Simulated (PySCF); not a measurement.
Tc: interval between two levels

Tc [Kr] 4d5 5s2 [6S5/2, M_J = 5/2] → Tc [Kr] 4d4 5s2 5p1 [6F11/2, M_J = 11/2], as a difference of total energies. Computed with PySCF 2.14 in x2c-SVPall-2c with one added diffuse shell each of s, p, d type (7s9p7d1f, 76 functions), with the two-component X2C-1e Hamiltonian. Correlated levels: [Ar] 3d10 frozen; the 6 highest virtual spinors dropped. "Screened" scales the spin-orbit matrix elements by Boettger's factors to mimic the two-electron term; Breit and QED terms are absent.

```
                    method  interval between two levels (cm⁻¹)
           GHF (spin-free)                               55567
          GMP2 (spin-free)                               57383
 GHF (screened spin-orbit)                               57051
GMP2 (screened spin-orbit)                               58885
```

The labels give the starting determinants; with spin-orbit coupling the two ends relaxed to ⟨J²⟩ = 8.79, ⟨L²⟩ = 0.02, ⟨S²⟩ = 8.78 and ⟨J²⟩ = 35.79, ⟨L²⟩ = 12.10, ⟨S²⟩ = 8.73.
